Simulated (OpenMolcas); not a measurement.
# W³⁺: terms and fine structure

| Item | Value |
| --- | --- |
| Program | OpenMolcas 26.06 |
| Method | MS-CASPT2, IPEA 0.25 Eh, imaginary shift 0.1 Eh (closed shells correlated: 5s 5p) |
| Basis | ANO-RCC-VTZP [8s7p5d3f2g1h] |
| Scalar Hamiltonian | DKH2, point nucleus |
| Active space | 3 electrons in 10 orbitals (5d 6d) |
| State averaging | 2S+1 = 4 even, 10 roots; 2S+1 = 2 even, 40 roots |
| Spin-orbit coupling | RASSI with atomic mean-field integrals over the reference wave functions, term energies averaged over their components |

Spin-free terms above the lowest, with the occupations of the reference (each correlating shell added to its valence partner):

```tsv
Configuration	Term	E (cm⁻¹)	Occupations
5d³	⁴F	0.0	5d 3.00
5d³	²P	9290	5d 3.00
5d³	⁴P	9900	5d 3.00
5d³	²G	10160	5d 3.00
5d³	²D(1)	14070	5d 3.00
5d³	²H	14490	5d 3.00
5d³	²F	23050	5d 3.00
5d³	²D(2)	37690	5d 3.00
```

With spin-orbit coupling, above the lowest level:

| Configuration | Term | J | E (cm⁻¹) | Measured (cm⁻¹) | g | Term weight % | Second |
| --- | --- | --- | --- | --- | --- | --- | --- |
| 5d³ | ⁴F | 3/2 | 0.0 | 0.0 | 0.463 | 87 | 11 ²D(1) |
| 5d³ | ⁴F | 5/2 | 3690 | 3537 | 1.035 | 96 | 4 ²D(1) |
| 5d³ | ⁴F | 7/2 | 7010 | 6745 | 1.211 | 91 | 7 ²G |
| 5d³ | ⁴F | 9/2 | 9670 | 9256 | 1.268 | 74 | 22 ²G |
| 5d³ | ²P | 3/2 | 10130 |  | 1.364 | 45 | 37 ⁴P |
| 5d³ | ²P | 1/2 | 11780 |  | 1.661 | 50 | 50 ⁴P |
| 5d³ | ²G | 7/2 | 16080 | 15261 | 0.923 | 90 | 8 ⁴F |
| 5d³ | ²H | 9/2 | 17220 |  | 1.052 | 52 | 27 ²G |
| 5d³ | ⁴P | 5/2 | 18150 | 17190 | 1.561 | 90 | 7 ²D(1) |
| 5d³ | ⁴P | 1/2 | 18790 |  | 1.675 | 50 | 50 ²P |
| 5d³ | ⁴P | 3/2 | 19570 |  | 1.297 | 51 | 38 ²D(1) |
| 5d³ | ²H | 11/2 | 23800 | 22223 | 1.091 | 100 |  |
| 5d³ | ²D(1) | 5/2 | 24540 | 22766 | 1.219 | 88 | 7 ⁴P |
| 5d³ | ²G | 9/2 | 25510 |  | 1.035 | 50 | 44 ²H |
| 5d³ | ²P | 3/2 | 26080 |  | 1.139 | 46 | 39 ²D(1) |
| 5d³ | ²F | 7/2 | 30770 | 28412 | 1.136 | 97 | 3 ²G |
| 5d³ | ²F | 5/2 | 30810 | 27938 | 0.891 | 90 | 8 ²D(2) |
| 5d³ | ²D(2) | 5/2 | 46830 | 43287 | 1.182 | 90 | 8 ²F |
| 5d³ | ²D(2) | 3/2 | 47040 |  | 0.803 | 98 |  |

Against the 10 measured excited levels shown (the list in J. Phys. B 45, 035001 (2012)) the mean absolute deviation is 1500 cm-1; the largest miss in energy is 5d³ ²D_5/2(2): computed 46830, measured 43287 cm⁻¹ (+8.2 %), and the largest in proportion 5d³ ²F_5/2 (+10.3 %).

Spin-orbit coupling puts the lowest level 7839 cm⁻¹ below the lowest spin-free term.

For ⁴F the intervals divided by the larger J are 1475.2, 950.0, 591.5 cm-1. Landé's interval rule makes them equal in pure LS coupling; they differ by 88 % of their mean. The multiplet is regular.

CASPT2 breaks the degeneracy within a term, and the mean is taken; among the terms shown or strongly mixed into the levels shown the widest spread is 510 cm-1 (5d³ ⁴F). Over all roots computed the reference weight is 0.90 to 0.96; the roots of lowest weight are the least certain, and an intruder state may touch them. Active for correlation alone: 6d; no level in the range computed is led by a configuration that fills it, so any true level of that kind is missing. Computed and measured levels are paired by configuration, term and J; levels that our copy of the source lacks, or whose pairing is in doubt (as where it misses far off the trend of its configuration), stay unpaired and out of the deviations. Levels of configurations outside the active space are missing. The first state left out of the spin-orbit step lies near 210000 cm-1 above the lowest spin-free state of the reference (among the parities and spins computed), and the list stops at four fifths of that energy or lower.

The CASPT2 steps took 4.5 min on 1 thread of Intel(R) Xeon(R) 6975P-C (Granite Rapids), on a shared host; the integral step is not counted.

The term weight is that of the spin-free term in the level, not the purity of its configuration. A number in round brackets counts repeated terms of one configuration in the order of the reference energies.
